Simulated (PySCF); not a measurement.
Cl₃Si, SMILES Cl[Si](Cl)Cl (connectivity only; charge and spin as stated), charge +1, multiplicity 1. Atoms are numbered in the order given.

```xyz
4

Cl     1.9733     0.0000     0.0000
Si     0.0000     0.0000     0.0000
Cl    -0.9866    -1.7089     0.0000
Cl    -0.9866     1.7089     0.0000
```
Charge +1, spin multiplicity 1.

The structure is a stationary point at B3LYP-D3(BJ)/def2-SVP. The multiplicity is an assumed one; other spin states were not compared. The isomer is the one that the SMILES or the coordinates give; other isomers of the formula were not compared.

Calculation: M06-2X/def2-TZVPD in PySCF.

Symmetry labels are those of the subgroup C2v that the program uses (full group D3h).

Computed valence orbital energies around the gap with their symmetry:
| orbital | symmetry | energy (eV) |
|---|---|---|
| HOMO−7 | A1 | -19.80 |
| HOMO−6 | B1 | -19.80 |
| HOMO−5 | B2 | -18.57 |
| HOMO−4 | A1 | -17.66 |
| HOMO−3 | B1 | -17.66 |
| HOMO−2 | A2 | -17.35 |
| HOMO−1 | B2 | -17.35 |
| HOMO | B1 | -16.79 |
| LUMO | B2 | -7.56 |
| LUMO+1 | A1 | -7.12 |
| LUMO+2 | A1 | -3.81 |
| LUMO+3 | B1 | -3.65 |
